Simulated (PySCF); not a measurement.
**Working out the ionisation energy of Ar⁺**

Ar⁺ [Ne] 3s2 3p5 (2P) → Ar²⁺ [Ne] 3s2 3p4 (3P). Calculation: PySCF 2.14, in Sapporo-DZP-2012 (5s4p2d, 27 functions); the spin-free X2C one-electron Hamiltonian (Gaussian nucleus). Frozen: [Ne]. Energies in hartree (1 hartree = 27.21139 eV):

```tsv
part	Ar⁺ (lower)	Ar²⁺ (upper)
UHF	-527.814412	-526.844282
CCSD correlation	-0.140429	-0.116734
(T)	-0.001544	-0.001287
```

Question: What does Hartree-Fock give?

Answer: (-526.844282) − (-527.814412) = 0.970130 hartree = 26.399 eV.

Question: What do CCSD and CCSD(T) give?

Answer: The CCSD correlation energies differ by 0.023695 hartree = 0.645 eV and the triples by 0.000257 hartree = 0.007 eV, so CCSD gives 27.044 eV and CCSD(T) 27.051 eV.

Reference: 27.630 eV (measured; NIST Atomic Spectra Database, ionization energies), between the lowest levels; spin-orbit coupling is absent from the calculation.

A double-zeta basis recovers only part of the correlation energy.

What remains against the reference includes basis incompleteness, the frozen core and higher excitations.
